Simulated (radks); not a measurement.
Task: Species: Ni XX. Configuration: [He] 2s2 2p5 (the NIST ground configuration). Method: Dirac Kohn-Sham, relativistic LDA (MacDonald-Vosko exchange, VWN5 correlation), spin-unpolarised, spherical densities, finite nucleus; open shells fill j = l - 1/2 first; Fermi nuclear charge, rms radius 3.7757 fm; computed with a radial shooting solver on a logarithmic mesh with Libxc functionals. Some entries of the table are withheld. Estimate them.

| orbital | occ. | eigenvalue (hartree) | r(max) (bohr) |
|---|---|---|---|
| 1s1/2 | 2 | (1) | (2) |
| 2s1/2 | 2 | -63.21905 | (3) |
| 2p1/2 | 2 | (4) | (5) |
| 2p3/2 | 3 | (6) | (7) |

Result: 
(1) 1s1/2 eigenvalue (hartree): -330.6091
(2) 1s1/2 r(max) (bohr): 0.03550
(3) 2s1/2 r(max) (bohr): 0.2018
(4) 2p1/2 eigenvalue (hartree): -59.27153
(5) 2p1/2 r(max) (bohr): 0.1594
(6) 2p3/2 eigenvalue (hartree): -58.58057
(7) 2p3/2 r(max) (bohr): 0.1619
